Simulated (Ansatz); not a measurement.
(1) Predict a relaxed structure of B(NH2Me)Me3 (C4H14BN), charge 0, singlet, at PBE-D4/def2-SVP (Ansatz).

Answers

(1) 
```xyz
20

B    -0.488   -0.180    0.024
C     2.023    0.847   -0.112
C    -0.875    0.479   -1.413
C    -0.852    0.752    1.308
C    -1.011   -1.717    0.183
N     1.188   -0.362    0.029
H     1.402   -1.032   -0.726
H     1.416   -0.853    0.907
H     3.106    0.611   -0.091
H     1.773    1.344   -1.066
H     1.782    1.544    0.711
H    -1.982    0.509   -1.514
H    -0.508   -0.105   -2.289
H    -0.533    1.530   -1.548
H    -1.956    0.809    1.416
H    -0.503    1.807    1.229
H    -0.474    0.350    2.277
H    -0.684   -2.207    1.130
H    -0.703   -2.385   -0.655
H    -2.121   -1.740    0.197
```
Point group Cs (tolerance 0.1 Å). This is one stationary point.
